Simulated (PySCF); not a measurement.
HB, charge +1, doublet, at a GFN2-xTB geometry (a state made from the parent by changing its charge; the spin is typed, not shown lowest); PySCF with MP2/def2-TZVPP.

Input for PySCF:
```python
from pyscf import gto, scf, mp

mol = gto.Mole()
mol.atom = '''
    B    -0.00000000   -0.00000000   -0.19907760
    H     0.00000000    0.00000000    0.99538801
'''
mol.basis = 'def2-tzvpp'
mol.charge = 1
mol.spin = 1
mol.verbose = 5
mol.build()

mf = scf.UHF(mol)
mf.kernel()

pt = mp.MP2(mf, frozen=1)
pt.kernel()
print('E(MP2) = %.10f' % pt.e_tot)
mf.analyze()
```

Output, abridged:

```
PySCF version 2.14.0

[INPUT] verbose = 5
[INPUT] max_memory = 4000
[INPUT] num. atoms = 2
[INPUT] num. electrons = 5
[INPUT] charge = 1
[INPUT] spin (= nelec alpha-beta = 2S) = 1
[INPUT] symmetry False subgroup None
[INPUT] Mole.unit = angstrom
[INPUT] Symbol           X                Y                Z      unit          X                Y                Z       unit  Magmom
[...]
[INPUT] ---------------- BASIS SET ----------------
[INPUT] l, kappa, [nprim/nctr], expnt,             c_1 c_2 ...
[INPUT] B
[...]
                                1284.1516263      0.0017682576447
                                292.27871604      0.0091407080516
                                82.775469176      0.036342638989
                                27.017939269      0.11063458441
                                9.814961966       0.23367344321
[...]
                                1.6595599712      0.22325473798
[...]
                                5.104505833       0.032801738965
                                1.4986081344      0.13151230768
                                0.50927831315     0.33197167769
[...]
[INPUT] H
[...]
                                5.1235746         0.045021094
                                1.1646626         0.20189726
[...]
nuclear repulsion = 2.21512116585759
number of shells = 17
number of NR pGTOs = 62
number of NR cGTOs = 45
basis = def2-tzvpp
ecp = {}

******** <class 'pyscf.scf.uhf.UHF'> ********
method = UHF
initial guess = minao
damping factor = 0
level_shift factor = 0
DIIS = <class 'pyscf.scf.diis.CDIIS'>
diis_start_cycle = 1
diis_space = 8
diis_damp = 0
SCF conv_tol = 1e-09
SCF conv_tol_grad = None
SCF max_cycles = 50
direct_scf = True
direct_scf_tol = 1e-13
number electrons alpha = 3  beta = 2
Set gradient conv threshold to 3.16228e-05
E1 = -37.349499704402305  E2 = 10.209277417594475  Ecoul = 14.192700483279937  Exc = -3.9834230656854626
init E= -24.9251011209502
cond(S) = 950.1205279932318

  alpha mo_energy =
[-7.63630557e+00 -6.81506589e-01 -1.67110562e-01  7.23824944e-03
  7.23824944e-03  1.48123044e-01  1.88679199e-01  2.63981211e-01
  2.63981211e-01  2.71972237e-01  5.38758012e-01  5.38758012e-01
  5.66216417e-01  5.66216417e-01  5.67812317e-01  8.14590229e-01
  8.41166541e-01  1.01767318e+00  1.11299420e+00  1.11299420e+00
  1.15045039e+00  1.15045039e+00  1.62036880e+00  1.92862665e+00
  1.92862665e+00  1.95319525e+00  1.95319525e+00  2.03046781e+00
  2.03046781e+00  2.07588257e+00  2.07588257e+00  2.19237699e+00
  2.26160734e+00  2.26160734e+00  2.48808710e+00  3.16186343e+00
  3.70892986e+00  3.70892986e+00  4.10212871e+00  4.10212871e+00
  4.49776436e+00  4.49776436e+00  4.63497242e+00  4.88125456e+00
  1.45360150e+01]
  beta  mo_energy =
[-7.63630557e+00 -6.81506589e-01 -1.67110562e-01  7.23824944e-03
  7.23824944e-03  1.48123044e-01  1.88679199e-01  2.63981211e-01
  2.63981211e-01  2.71972237e-01  5.38758012e-01  5.38758012e-01
  5.66216417e-01  5.66216417e-01  5.67812317e-01  8.14590229e-01
  8.41166541e-01  1.01767318e+00  1.11299420e+00  1.11299420e+00
  1.15045039e+00  1.15045039e+00  1.62036880e+00  1.92862665e+00
  1.92862665e+00  1.95319525e+00  1.95319525e+00  2.03046781e+00
  2.03046781e+00  2.07588257e+00  2.07588257e+00  2.19237699e+00
  2.26160734e+00  2.26160734e+00  2.48808710e+00  3.16186343e+00
  3.70892986e+00  3.70892986e+00  4.10212871e+00  4.10212871e+00
  4.49776436e+00  4.49776436e+00  4.63497242e+00  4.88125456e+00
  1.45360150e+01]
multiplicity <S^2> = 0.75  2S+1 = 2
E1 = -34.50039560842616  E2 = 7.539363270065315  Ecoul = 11.318434374883074  Exc = -3.779071104817759
cycle= 1 E= -24.7459111725033  delta_E= 0.179  |g|= 0.217  |ddm|= 0.62
  alpha mo_energy =
[-8.29249994e+00 -1.09532245e+00 -8.02873434e-01 -3.33927743e-01
 -3.33927743e-01 -9.35339582e-02 -5.14047319e-02 -3.30008673e-02
 -8.08936677e-03 -8.08936677e-03  1.81389427e-01  1.81389427e-01
  2.22104876e-01  2.22104876e-01  2.58316498e-01  4.52494324e-01
[...]
converged SCF energy = -24.8215607958947  <S^2> = 0.75448139  2S+1 = 2.0044764
E(UMP2) = -24.8594403296437  E_corr = -0.0378795337489777
E(SCS-UMP2) = -24.8652641293193  E_corr = -0.043703333424635
E(MP2) = -24.8594403296
Total Energy =                         -24.821560795894673
[...]
0 B 4dz^2        0.00000  -0.00000  -0.19244   0.04572   0.02138
0 B 4dxz        -0.15992  -0.08775  -0.00000   0.00000   0.00000
0 B 4dx2-y2     -0.00000   0.00000  -0.00000   0.00000   0.00000
0 B 4f-3        -0.00000   0.00000  -0.00000   0.00000  -0.00000
0 B 4f-2         0.00000  -0.00000  -0.00000  -0.00000  -0.00000
0 B 4f-1        -0.08492   0.15476  -0.00000  -0.00000  -0.00000
0 B 4f+0        -0.00000   0.00000   0.12729   0.10817  -0.03138
0 B 4f+1         0.15476   0.08492  -0.00000  -0.00000  -0.00000
0 B 4f+2        -0.00000  -0.00000  -0.00000   0.00000  -0.00000
0 B 4f+3         0.00000   0.00000  -0.00000  -0.00000   0.00000
1 H 1s          -0.00000  -0.00000  -0.01924  -0.01803   0.01005
1 H 2s           0.00000  -0.00000  -0.12593  -0.00997   0.01111
1 H 3s          -0.00000   0.00000   0.12224   0.29996   0.03670
1 H 2px         -0.20129  -0.11045   0.00000   0.00000   0.00000
1 H 2py          0.11045  -0.20129   0.00000   0.00000   0.00000
1 H 2pz         -0.00000   0.00000   0.15311  -0.37587  -0.13100
1 H 3px         -0.06218  -0.03412   0.00000  -0.00000   0.00000
1 H 3py          0.03412  -0.06218  -0.00000   0.00000   0.00000
1 H 3pz          0.00000  -0.00000  -0.90621  -0.15929   0.02273
1 H 3dxy         0.00000   0.00000   0.00000   0.00000  -0.00000
1 H 3dyz        -0.43309   0.78930  -0.00000  -0.00000  -0.00000
1 H 3dz^2        0.00000   0.00000  -0.10202   0.80936   0.03657
1 H 3dxz         0.78930   0.43309  -0.00000  -0.00000  -0.00000
1 H 3dx2-y2      0.00000  -0.00000  -0.00000   0.00000  -0.00000

To work with the spin densities directly, `use mulliken_meta_spin()` only printing them here.

 ** Mulliken spin pop alpha/beta on meta-lowdin orthogonal AOs **
 ** Mulliken Spin Density (per AO)  **
spin_pop of  0 B 1s        0.00006
spin_pop of  0 B 2s        0.35831
spin_pop of  0 B 3s        0.00387
spin_pop of  0 B 4s        0.00000
spin_pop of  0 B 5s       -0.00000
spin_pop of  0 B 2px       0.00000
spin_pop of  0 B 2py       0.00000
spin_pop of  0 B 2pz       0.53362
spin_pop of  0 B 3px       0.00000
spin_pop of  0 B 3py       0.00000
spin_pop of  0 B 3pz       0.01031
spin_pop of  0 B 4px       0.00000
spin_pop of  0 B 4py       0.00000
spin_pop of  0 B 4pz       0.00025
spin_pop of  0 B 3dxy      0.00000
spin_pop of  0 B 3dyz      0.00000
spin_pop of  0 B 3dz^2     0.00142
spin_pop of  0 B 3dxz      0.00000
spin_pop of  0 B 3dx2-y2    0.00000
spin_pop of  0 B 4dxy     -0.00000
spin_pop of  0 B 4dyz      0.00000
spin_pop of  0 B 4dz^2     0.00011
spin_pop of  0 B 4dxz      0.00000
spin_pop of  0 B 4dx2-y2    0.00000
spin_pop of  0 B 4f-3      0.00000
spin_pop of  0 B 4f-2      0.00000
spin_pop of  0 B 4f-1      0.00000
spin_pop of  0 B 4f+0      0.00024
spin_pop of  0 B 4f+1      0.00000
spin_pop of  0 B 4f+2      0.00000
spin_pop of  0 B 4f+3      0.00000
spin_pop of  1 H 1s        0.08782
spin_pop of  1 H 2s        0.00288
spin_pop of  1 H 3s        0.00011
spin_pop of  1 H 2px       0.00000
spin_pop of  1 H 2py       0.00000
spin_pop of  1 H 2pz       0.00084
spin_pop of  1 H 3px       0.00000
spin_pop of  1 H 3py       0.00000
spin_pop of  1 H 3pz       0.00005
spin_pop of  1 H 3dxy     -0.00000
spin_pop of  1 H 3dyz      0.00000
spin_pop of  1 H 3dz^2     0.00012
spin_pop of  1 H 3dxz      0.00000
spin_pop of  1 H 3dx2-y2    0.00000
 ** Mulliken Spin Density (per atom)  **
spin density of  0 B =      0.90818
spin density of  1 H =      0.09182
 ** Mulliken pop alpha/beta on meta-lowdin orthogonal AOs **
 ** Mulliken pop       alpha | beta **
In total             3.00000 | 2.00000
 ** Mulliken atomic charges   ( Nelec_alpha | Nelec_beta ) **
charge of  0B =      0.84634  (     2.53092      1.62274 )
charge of  1H =      0.15366  (     0.46908      0.37726 )

WARN: System has nonzero charge 1; the dipole moment is origin-dependent.
Location of origin: [0. 0. 0.]

Dipole moment(X, Y, Z, Debye):  0.00000, -0.00000, -0.17759
```
